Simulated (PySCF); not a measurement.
Simulation results for BH4N2Si, BH6N2, AlBH4NO, Al2BH5N and others

Computed with PySCF 2.14.0. Calculation on a computer-drawn molecule: optimised geometry and harmonic frequencies of an isolated molecule of the commonest isotopes, restricted reference for singlets and unrestricted otherwise, frozen core in MP2.

(1) BH4N2Si

Start structure:
```xyz
8
BH4N2Si
N      0.8834     0.2957    -1.1676
B      0.6980     0.8349     0.1519
N      0.5575     1.2577     1.2873
Si     0.2210     1.8792     2.7864
H      1.7817     0.4004    -1.5902
H      0.2431    -0.2587    -1.6499
H     -1.0464     1.6788     3.3687
H      1.3400     2.6600     3.4428
```

Settings of this run: charge 1, multiplicity 1, method HF and basis cc-pV(D+d)Z.

Results for BH4N2Si: rotational constants 109.7, 2.328, 2.279 GHz; total energy -424.6902 hartree; convergence status largest gradient component 3.11e-05 hartree/bohr.

Drawn bonds:
| atom | other atom | order |
| --- | --- | --- |
| 1 | 2 | 1 |
| 2 | 3 | 1 |
| 3 | 4 | 2 |
| 1 | 5 | 1 |
| 1 | 6 | 1 |
| 4 | 7 | 1 |
| 4 | 8 | 1 |

Optimised structure:
```xyz
8
BH4N2Si
N      0.9225     0.2908    -1.1214
B      0.7100     0.7980     0.1069
N      0.5065     1.2847     1.2861
Si     0.2535     1.8805     2.7406
H      1.7920     0.4028    -1.6089
H      0.2241    -0.2292    -1.6194
H     -1.0270     1.6910     3.4130
H      1.2967     2.6294     3.4326
```

Modes:
| frequency (cm⁻¹) | reduced mass (dalton) |
| --- | --- |
| 109.6 | 3.86 |
| 128.6 | 6.072 |
| 258.6 | 1.008 |
| 404.5 | 2.771 |
| 471.9 | 1.187 |
| 528.4 | 11.51 |
| 692.4 | 6.136 |
| 749.1 | 1.24 |
| 793.5 | 1.168 |
| 998.3 | 1.567 |
| 1052 | 1.068 |
| 1362 | 6.219 |
| 1681 | 1.174 |
| 2056 | 11.27 |
| 2434 | 1.028 |
| 2467 | 1.06 |
| 3771 | 1.051 |
| 3876 | 1.099 |

(2) BH6N2

Start structure:
```xyz
9
BH6N2
N     -1.2568    -0.6672    -0.7041
B     -0.7647    -1.7023     0.3418
N     -1.9270    -2.0745     1.2877
H     -0.4456    -0.2730    -1.2486
H     -1.5400     0.2248    -0.1570
H      0.2310    -1.2274     1.0060
H     -0.2805    -2.6117    -0.3727
H     -2.2262    -1.2803     1.7730
H     -1.5354    -2.7170     1.9580
```

Here we set charge -1, multiplicity 1, method HF and basis aug-cc-pVDZ.

The calculation gives: rotational constants 33.28, 8.19, 7.198 GHz; total energy -137.1083 hartree; convergence status largest gradient component 2.239e-05 hartree/bohr.

Drawn bonds:
| atom | other atom | order |
| --- | --- | --- |
| 1 | 2 | 1 |
| 2 | 3 | 1 |
| 1 | 4 | 1 |
| 1 | 5 | 1 |
| 2 | 6 | 1 |
| 2 | 7 | 1 |
| 3 | 8 | 1 |
| 3 | 9 | 1 |

Optimised structure:
```xyz
9
BH6N2
N     -1.2485    -0.5862    -0.6916
B     -0.7371    -1.6449     0.3375
N     -1.9122    -2.0906     1.2659
H     -0.4996    -0.3303    -1.3129
H     -1.4972     0.2708    -0.2233
H      0.2421    -1.1762     1.0296
H     -0.3000    -2.6429    -0.2813
H     -2.2037    -1.3287     1.8577
H     -1.5890    -2.7997     1.9024
```

Modes:
| frequency (cm⁻¹) | reduced mass (dalton) |
| --- | --- |
| 49.53 | 1.09 |
| 207.9 | 1.128 |
| 426.2 | 2.709 |
| 732.6 | 1.121 |
| 733.9 | 1.174 |
| 798.8 | 2.476 |
| 894.6 | 1.375 |
| 921.9 | 1.804 |
| 990.5 | 1.886 |
| 1101 | 1.127 |
| 1190 | 1.329 |
| 1273 | 1.415 |
| 1282 | 1.218 |
| 1703 | 1.095 |
| 1725 | 1.091 |
| 1954 | 1.07 |
| 2234 | 1.064 |
| 3655 | 1.053 |
| 3656 | 1.053 |
| 3728 | 1.087 |
| 3728 | 1.087 |

(3) AlBH4NO

Start structure:
```xyz
8
AlBH4NO
N     -1.1741     0.9311     1.1908
B      0.1882     0.7071     0.8876
Al     0.8315     0.3129    -1.0203
O      1.3175     0.0324    -2.5075
H     -1.8872     1.0435     0.5460
H     -1.4781     1.1706     2.1450
H      0.9533     0.5564     1.8432
H      1.6138    -0.0870    -3.3634
```

Here we set charge 1, multiplicity 1, method HF and basis cc-pV(D+d)Z.

It finds rotational constants 42.22, 2.222, 2.111 GHz; total energy -398.1021 hartree; convergence status largest gradient component 1.961e-05 hartree/bohr.

Drawn bonds:
| atom | other atom | order |
| --- | --- | --- |
| 1 | 2 | 1 |
| 2 | 3 | 1 |
| 3 | 4 | 1 |
| 1 | 5 | 1 |
| 1 | 6 | 1 |
| 2 | 7 | 1 |
| 4 | 8 | 1 |

Optimised structure:
```xyz
8
AlBH4NO
N     -1.1820     0.9790     1.2407
B      0.1191     0.6748     0.9738
Al     0.7940     0.3138    -1.0762
O      1.3548     0.0381    -2.5553
H     -1.9258     1.0666     0.5786
H     -1.4806     1.1431     2.1860
H      0.9805     0.5787     1.7873
H      1.7050    -0.1271    -3.4135
```

Modes:
| frequency (cm⁻¹) | reduced mass (dalton) |
| --- | --- |
| 105.3 | 5.349 |
| 137.2 | 4.611 |
| 292.8 | 5.831 |
| 365.9 | 1.136 |
| 365.9 | 1.14 |
| 448.2 | 3.906 |
| 524.7 | 1.438 |
| 741.9 | 1.235 |
| 932.9 | 1.078 |
| 941.9 | 1.162 |
| 1073 | 10.13 |
| 1174 | 1.357 |
| 1436 | 3.618 |
| 1766 | 1.25 |
| 2800 | 1.102 |
| 3772 | 1.055 |
| 3886 | 1.096 |
| 4247 | 1.073 |

(4) Al2BH5N

Start structure:
```xyz
9
Al2BH5N
N      0.9066    -1.4624    -1.2360
B     -0.4739    -1.3501    -1.3065
Al    -1.2019    -1.1034     0.6306
Al    -2.0108    -0.3442     2.9771
H      1.3280    -1.9451    -0.4417
H      1.5331    -1.4074    -2.0333
H     -0.9324    -0.8836    -2.3390
H      0.0655    -1.5316     1.7359
H     -2.5183     0.1165     4.5087
```

Here we set charge 0, multiplicity 2, method HF and basis cc-pV(D+d)Z.

Results for Al2BH5N: rotational constants 17.77, 1.375, 1.285 GHz; total energy -565.8685 hartree; spin squared 0.7975; convergence status largest gradient component 1.978e-05 hartree/bohr.

Drawn bonds:
| atom | other atom | order |
| --- | --- | --- |
| 1 | 2 | 1 |
| 2 | 3 | 1 |
| 3 | 4 | 1 |
| 1 | 5 | 1 |
| 1 | 6 | 1 |
| 2 | 7 | 1 |
| 3 | 8 | 1 |
| 4 | 9 | 1 |

Optimised structure:
```xyz
9
Al2BH5N
N      0.7530    -1.6598    -1.5022
B     -0.2819    -1.0483    -0.7997
Al    -0.3361    -1.0949     1.3740
Al    -2.0612     0.2075     2.8260
H      1.5176    -2.1328    -1.0664
H      0.8066    -1.6641    -2.5015
H     -1.1310    -0.5117    -1.4724
H      0.8819    -1.7575     2.1742
H     -3.4530    -0.2498     3.4638
```

Modes:
| frequency (cm⁻¹) | reduced mass (dalton) |
| --- | --- |
| 34.31 | 2.797 |
| 78.3 | 4.761 |
| 209.4 | 1.211 |
| 215.4 | 3.48 |
| 300.4 | 1.444 |
| 349 | 1.99 |
| 415.2 | 1.216 |
| 536.3 | 4.435 |
| 546.2 | 1.458 |
| 633.8 | 1.194 |
| 639.9 | 1.28 |
| 954.1 | 1.093 |
| 971 | 1.13 |
| 1218 | 1.461 |
| 1370 | 3.712 |
| 1760 | 1.198 |
| 1895 | 1.043 |
| 1911 | 1.044 |
| 2626 | 1.092 |
| 3794 | 1.051 |
| 3894 | 1.098 |

(5) Al2BH5N

Start structure:
```xyz
9
Al2BH5N
N     -0.3077    -2.1061    -0.7237
B     -1.1554    -0.9436    -0.3562
Al    -0.6632     0.2384     1.2446
Al    -0.6811     0.8247     3.8371
H      0.7166    -2.0932    -0.7472
H     -0.6308    -2.9093    -1.1297
H     -2.3183    -1.2508    -0.4161
H     -0.7759     1.3617     5.3241
H     -1.9151    -0.3679     3.6041
```

It was run with charge 0, multiplicity 2, method HF and basis cc-pV(D+d)Z.

Results for Al2BH5N: rotational constants 16.69, 1.316, 1.282 GHz; total energy -565.8717 hartree; spin squared 0.7844; convergence status largest gradient component 2.13e-05 hartree/bohr.

Drawn bonds:
| atom | other atom | order |
| --- | --- | --- |
| 1 | 2 | 1 |
| 2 | 3 | 1 |
| 3 | 4 | 1 |
| 1 | 5 | 1 |
| 1 | 6 | 1 |
| 2 | 7 | 1 |
| 4 | 8 | 1 |
| 4 | 9 | 1 |

Optimised structure:
```xyz
9
Al2BH5N
N     -0.1245    -1.9909    -0.8141
B     -1.1932    -1.3301    -0.2119
Al    -1.0538     0.2271     1.2788
Al    -1.1960     0.5334     3.8303
H      0.8366    -1.8257    -0.6012
H     -0.2535    -2.6923    -1.5154
H     -2.2960    -1.6488    -0.5941
H      0.1222     0.6069     4.7168
H     -2.5725     0.8743     4.5478
```

Modes:
| frequency (cm⁻¹) | reduced mass (dalton) |
| --- | --- |
| 55.86 | 5.097 |
| 81.08 | 2.48 |
| 135.7 | 1.126 |
| 238.4 | 3.586 |
| 318.8 | 4.264 |
| 363.7 | 1.271 |
| 490.3 | 1.378 |
| 524.6 | 4.728 |
| 548 | 1.215 |
| 597.1 | 1.317 |
| 827.1 | 1.069 |
| 932.6 | 1.069 |
| 952.1 | 1.133 |
| 1211 | 1.457 |
| 1360 | 3.938 |
| 1762 | 1.188 |
| 1940 | 1.044 |
| 1944 | 1.04 |
| 2617 | 1.091 |
| 3803 | 1.051 |
| 3903 | 1.098 |

(6) AlBClH2N

Start structure:
```xyz
6
AlBClH2N
N     -1.3633     0.6169     0.4895
B     -1.3241     0.3255     1.8312
Al    -1.1200    -0.1845     3.8540
Cl    -1.4458     1.8156     2.8829
H     -1.4804     1.5290     0.0587
H     -1.2882    -0.1063    -0.3162
```

Here we set charge 0, multiplicity 1, method HF and basis cc-pV(D+d)Z.

It finds rotational constants 5.822, 2.887, 1.93 GHz; total energy -781.7745 hartree; convergence status largest gradient component 1.778e-05 hartree/bohr.

Drawn bonds:
| atom | other atom | order |
| --- | --- | --- |
| 1 | 2 | 1 |
| 2 | 3 | 1 |
| 2 | 4 | 1 |
| 1 | 5 | 1 |
| 1 | 6 | 1 |

Optimised structure:
```xyz
6
AlBClH2N
N     -1.3607     0.6245     0.5608
B     -1.3210     0.6652     1.9476
Al    -1.0487    -0.8429     3.5793
Cl    -1.5394     2.3371     2.6781
H     -1.4974     1.4360    -0.0102
H     -1.2548    -0.2236     0.0446
```

Modes:
| frequency (cm⁻¹) | reduced mass (dalton) |
| --- | --- |
| 94.33 | 12.7 |
| 282.9 | 5.196 |
| 295.7 | 4.818 |
| 446.7 | 6.679 |
| 550 | 1.228 |
| 646.8 | 1.117 |
| 694.5 | 3.73 |
| 1084 | 1.654 |
| 1373 | 4.371 |
| 1740 | 1.228 |
| 3791 | 1.052 |
| 3905 | 1.097 |

(7) AlBClH2N

Start structure:
```xyz
6
AlBClH2N
N     -1.3607     0.6245     0.5608
B     -1.3210     0.6652     1.9476
Al    -1.0487    -0.8429     3.5793
Cl    -1.5394     2.3371     2.6781
H     -1.4974     1.4360    -0.0102
H     -1.2548    -0.2236     0.0446
```

It was run with charge 0, multiplicity 1, method MP2 and basis cc-pV(D+d)Z.

Results for AlBClH2N: rotational constants 5.562, 3.139, 2.007 GHz; total energy -782.2054 hartree; convergence status largest gradient component 2.077e-05 hartree/bohr.

Drawn bonds:
| atom | other atom | order |
| --- | --- | --- |
| 1 | 2 | 1 |
| 2 | 3 | 1 |
| 2 | 4 | 1 |
| 1 | 5 | 1 |
| 1 | 6 | 1 |

Optimised structure:
```xyz
6
AlBClH2N
N     -1.3622     0.6263     0.5289
B     -1.3151     0.6190     1.9251
Al    -1.0602    -0.7450     3.6592
Cl    -1.5244     2.2452     2.7297
H     -1.5026     1.4701    -0.0226
H     -1.2576    -0.2193    -0.0201
```

Modes:
| frequency (cm⁻¹) | reduced mass (dalton) |
| --- | --- |
| 63.11 | 14.09 |
| 261.4 | 4.966 |
| 272.2 | 4.688 |
| 442.6 | 6.461 |
| 521 | 1.243 |
| 635.8 | 1.096 |
| 682.7 | 3.415 |
| 1008 | 1.791 |
| 1343 | 3.627 |
| 1607 | 1.31 |
| 3593 | 1.052 |
| 3729 | 1.096 |

(8) AlBH5N2

Start structure:
```xyz
9
AlBH5N2
N     -2.5202    -1.2261    -0.0339
B     -1.3762    -0.5723    -0.3625
Al    -0.2967     1.1418    -0.4350
N      1.3443     1.3090    -1.0541
H     -2.6891    -2.2153    -0.0606
H     -3.3746    -0.7823     0.3968
H     -0.7146     2.4996    -0.0027
H      2.0148     0.6256    -1.5203
H      1.7583     2.1768    -1.1520
```

It was run with charge 0, multiplicity 2, method HF and basis cc-pV(D+d)Z.

The calculation gives: rotational constants 20.42, 2.336, 2.121 GHz; total energy -378.4405 hartree; spin squared 0.7615; convergence status largest gradient component 4.195e-05 hartree/bohr.

Drawn bonds:
| atom | other atom | order |
| --- | --- | --- |
| 1 | 2 | 1 |
| 2 | 3 | 1 |
| 3 | 4 | 1 |
| 1 | 5 | 1 |
| 1 | 6 | 1 |
| 3 | 7 | 1 |
| 4 | 8 | 1 |
| 4 | 9 | 1 |

Optimised structure:
```xyz
9
AlBH5N2
N     -2.4792    -1.2451    -0.0755
B     -1.5802    -0.2120    -0.1584
Al    -0.2730     1.3538    -0.2684
N      1.2484     1.2345    -1.1714
H     -2.4580    -1.9364     0.6490
H     -3.2265    -1.3785    -0.7292
H     -0.5808     2.7267     0.4566
H      1.5784     0.4357    -1.6792
H      1.9169     1.9781    -1.2478
```

Modes:
| frequency (cm⁻¹) | reduced mass (dalton) |
| --- | --- |
| 33.96 | 3.927 |
| 129.6 | 3.462 |
| 287.1 | 1.019 |
| 321.5 | 1.203 |
| 347.4 | 3.63 |
| 395.5 | 1.256 |
| 485.9 | 5.659 |
| 534.1 | 1.091 |
| 579.2 | 1.291 |
| 619.1 | 1.211 |
| 778.9 | 1.379 |
| 838.8 | 4.729 |
| 982.2 | 1.27 |
| 1486 | 4.005 |
| 1675 | 1.11 |
| 1729 | 1.277 |
| 1973 | 1.042 |
| 3765 | 1.049 |
| 3779 | 1.052 |
| 3855 | 1.099 |
| 3861 | 1.093 |
